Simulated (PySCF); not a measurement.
# How methods differ on the excitation energy of Ar²⁺

Ar²⁺ [Ne] 3s2 3p4 (3P) → Ar²⁺ [Ne] 3s2 3p3 4s1 (5S), as a difference of total energies. All numbers are calculated (PySCF 2.14, the non-relativistic Hamiltonian (point nucleus), in aug-cc-pwCVDZ (6s5p3d, 36 functions)). Correlated levels: valence and next inner shell: 1s2 frozen. The calculations carry no spin-orbit coupling.

```
                                method  excitation energy (eV)
                                   UHF                  20.913
    MP2 (valence and next inner shell)                  20.998
SCS-MP2 (valence and next inner shell)                  21.148
   CCSD (valence and next inner shell)                  21.030
CCSD(T) (valence and next inner shell)                  21.024
```

Problem. How much does correlation contribute at CCSD(T) (valence and next inner shell)?

Solution. 21.024 − (20.913) = 0.111 eV, measured against UHF.

A first-order spin-orbit estimate (lowest level to lowest level, LS coupling) adds 0.061 eV.

The promoted electron is Rydberg-like, and one or two diffuse shells describe it only roughly, which tends to raise the upper state.
